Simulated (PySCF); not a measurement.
# Polarisability and C₆ of F²⁺ (fluorine, charge +2)

[He] 2s2 2p3, high-spin 4S determinant. Computed with PySCF 2.14 in def2-TZVPPD, with no relativity, point nucleus. Coupled (time-dependent) response in atomic units; α is the mean over directions.

```csv
method,mean α (bohr³),C₆ (like pair),S(−4)
UHF,1.255,1.529,1.548
PBE,1.235,1.560,1.267
PBE0,1.228,1.538,1.292
wB97M-V,1.210,1.541,1.122
B3LYP,1.207,1.516,1.187
```

S(−4) is the Cauchy moment in α(ω) = α(0) + S(−4) ω² + …

α(iu) at B3LYP:

```csv
u (hartree),α(iu) (bohr³)
0,1.207
0.0500,1.204
0.100,1.195
0.200,1.163
0.300,1.114
0.500,0.9977
0.750,0.8552
1.00,0.7359
1.50,0.5587
2.00,0.4357
3.00,0.2810
5.00,0.1392
```

For an ion, C₆ is the dispersion term alone; charge-induced terms of lower order in 1/R come first.
